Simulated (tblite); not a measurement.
Species: C7H8FO (doublet state).
Cartesian coordinates in Å at the GFN2-xTB level; atoms count from 1:
```xyz
17
C7H8FO angstrom
O      2.8458    0.5558   -0.3526
C      1.9037   -0.4812   -0.4145
C      0.5044   -0.0797   -0.0470
C      0.1327    1.2119    0.1778
C     -1.1699    1.5527    0.5587
C     -2.1320    0.5468    0.7383
C     -1.8354   -0.7582    0.5208
C     -0.4865   -1.1932    0.0704
F      0.0089   -2.1790    0.9562
H      2.8854    0.8842    0.5527
H      2.2087   -1.3276    0.2227
H      1.9227   -0.8337   -1.4536
H      0.8681    1.9945    0.0551
H     -1.4245    2.5846    0.7366
H     -3.1247    0.8219    1.0627
H     -2.5575   -1.5418    0.6860
H     -0.5568   -1.7461   -0.8869
```

All values are computed: GFN2-xTB (tblite) harmonic vibrations without scaling, gas phase. Against measured fundamentals such values can be off by several per cent, at times by over 20. One conformer, not necessarily the lowest. Open shells enter through the occupations alone, without spin polarisation, and single modes of such species can be off by tens of per cent.

Harmonic wavenumbers (cm⁻¹): 66.3, 71.6, 185.2, 196.1, 278.3, 360.3, 369.1, 411.5, 465.4, 496.8, 559.5, 616.1, 700.6, 786.7, 790.3, 831.7, 903.0, 914.1, 931.9, 940.0, 1014.9, 1056.8, 1093.4, 1136.0, 1157.9, 1169.1, 1181.1, 1235.8, 1258.3, 1291.8, 1314.3, 1339.6, 1369.9, 1391.2, 1441.6, 1518.3, 1590.1, 2763.1, 2845.1, 2917.4, 3077.3, 3082.5, 3103.9, 3111.2, 3543.5.

A = 2482, B = 1413, C = 947.4 MHz; mass 127.056 u (most abundant isotopes); point group C1, symmetry number 1; spin multiplicity 2.

Q: Zero-point energy?

A: Half the sum of the wavenumbers: 28439 cm⁻¹ = 81.31 kcal/mol.

Q: Give the ideal-gas entropy at 298.15 K and 1 bar in the rigid-rotor, harmonic-oscillator model (classical rotation).

A: Translation 40.46, rotation 28.96, vibration 21.92, spin (R ln 2) 1.38: S = 92.7 cal/(mol K).

Q: And Cp and H(298.15 K) − H(0)?

A: Cp = 34.31 cal/(mol K), of which vibrations give 26.36 (their classical limit is 45 R = 89.4); H(298.15 K) − H(0) = 6.01 kcal/mol without the zero-point energy, 3.64 from vibrations.

Q: Blend soft modes into free rotors: weight 1/[1 + (100 cm⁻¹/ν̃)⁴] for the oscillator and the rest for a rotor with moment μB/(μ + B), μ = h/(8π²ν), B = 10⁻⁴⁴ kg m². What vibrational entropy results?

A: 20.37 cal/(mol K) in place of 21.92, which changes −T·S at 298.15 K by +0.46 kcal/mol.

Q: How do the functions run with temperature in this model?

A: 
```
T (K)  S (cal/(mol K))  Cp (cal/(mol K))  H − H(0) (kcal/mol)  G − H(0) (kcal/mol)  ln q(vib)
  100             67.7              15.5                 1.14                -5.63       1.10
  200             81.1              24.5                 3.12               -13.10       2.93
  300             92.9              34.5                 6.07               -21.81       4.93
  500            114.9              52.2                14.84               -42.63       9.21
  800            143.4              68.3                33.18               -81.52      15.71
 1000            159.4              74.9                47.54              -111.83      19.81
```

q(vib) and H(0) count from the zero-point level.

Q: What must be added to the electronic energy to get the Gibbs energy at 298.15 K and 1 bar?

A: ZPE + [H(298.15 K) − H(0)] − T·S = 81.31 + 6.01 − 27.64 = 59.68 kcal/mol.

Q: Which modes carry the vibrational entropy at 298.15 K?

A: 66.3 cm⁻¹: 4.26; 71.6 cm⁻¹: 4.11; 185.2 cm⁻¹: 2.28; 196.1 cm⁻¹: 2.17; 278.3 cm⁻¹: 1.54; 360.3 cm⁻¹: 1.12 cal/(mol K); the other 39 give 6.44 together.

Hindered rotation and anharmonicity are outside this model. Other conformers, if any are populated, would add a mixing term that is left out. The structure is chiral; the term R ln 2 for an equal mix with its mirror image is left out.
